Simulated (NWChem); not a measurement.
**Lowest excitation of CH$_{3}$O$_{2}$ (+1)**

```
C
O 1 1.2565
O 1 1.2648 2 120.85
H 3 0.9774 1 115.31 2 180.00
H 2 0.9822 1 114.96 3 0.00
H 1 1.1020 2 116.20 5 180.00
```
Charge +1, spin multiplicity 1.

Everything below was run with NWChem. All single points use one geometry, from PBE0/def2-SVP, a minimum by its harmonic frequencies. It is one conformer; others weren't searched.

Basis set: def2-SVPD.

```json
[
 {"method": "TDA-LDA (SVWN5)", "lowest vertical singlet excitation energy (eV)": "7.69", "relative cost": "1", "difference from EOM-CCSD": "-0.99"},
 {"method": "CIS", "lowest vertical singlet excitation energy (eV)": "9.63", "relative cost": "under 3", "difference from EOM-CCSD": "+0.95"},
 {"method": "TD-PBE", "lowest vertical singlet excitation energy (eV)": "7.78", "relative cost": "under 3", "difference from EOM-CCSD": "-0.90"},
 {"method": "TD-B3LYP", "lowest vertical singlet excitation energy (eV)": "8.11", "relative cost": "6", "difference from EOM-CCSD": "-0.57"},
 {"method": "EOM-CCSD", "lowest vertical singlet excitation energy (eV)": "8.68", "relative cost": "8", "difference from EOM-CCSD": "0.00"}
]
```

The values span 1.94 eV, from TDA-LDA (SVWN5) (lowest) to CIS (highest). The cost column gives rough processor time relative to TDA-LDA (SVWN5); each entry includes its own SCF.

The correlated methods keep 3 core orbitals frozen. B3LYP has NWChem's definition, with VWN1-RPA local correlation. The structure started from a generated list of species. No row is a measurement; the coupled-cluster row has its own basis-set and correlation limits.
